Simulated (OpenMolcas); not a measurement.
A calculation on Cu6+.

| Quantity | Value |
| --- | --- |
| Program | OpenMolcas 26.06 |
| Method | CASSCF |
| Basis | ANO-RCC-VQZP [7s6p4d3f2g1h] |
| Scalar Hamiltonian | DKH2, point nucleus |
| Active space | 5 electrons in 10 orbitals (3d 4d) |
| State averaging | 2S+1 = 6 even, 1 root; 2S+1 = 4 even, 24 roots; 2S+1 = 2 even, 52 roots |
| Spin-orbit coupling | state interaction with AMFI integrals over the reference wave functions, term energies averaged over their components |

Question: Which level of the active space comes out lowest?

Answer: 3d⁵ ⁶S_5/2, with 100 % of that term; it is also the measured ground level.

Question: How high does 3d⁵ ⁴D_1/2 lie?

Answer: 63552 cm⁻¹ above the lowest level; measured 56210 cm⁻¹ above the ground level, so the calculation is off by +13 %.

Question: How high does 3d⁵ ²I_11/2 lie?

Answer: 72636 cm⁻¹ above the lowest level; measured 67757 cm⁻¹ above the ground level, so the calculation is off by +7 %.

Question: How high does 3d⁵ ²I_13/2 lie?

Answer: 72919 cm⁻¹ above the lowest level; measured 67918 cm⁻¹ above the ground level, so the calculation is off by +7 %.

Question: The level at 58163 cm⁻¹ has J = 5/2. What is it made of, and what is its g factor?

Answer: 88 % 3d⁵ ⁴P_5/2, 11 % 3d⁵ ⁴D; g = 1.572, against 1.601 from Landé's formula for the pure leading term.

Measured values: the list in Gamrath, thesis, University of Mons (2023).

Without dynamic correlation excited terms often stand tens of per cent too high (terms of higher spin than the ground term too low), and those without a measured partner can miss by more than the paired ones. Active for correlation alone: 4d; no level in the range computed is led by a configuration that fills it, so any true level of that kind is missing. Computed and measured levels are paired by configuration, term and J; levels that our copy of the source lacks, or whose pairing is in doubt (as where it misses far off the trend of its configuration), stay unpaired and out of the deviations. Levels of configurations outside the active space are missing.
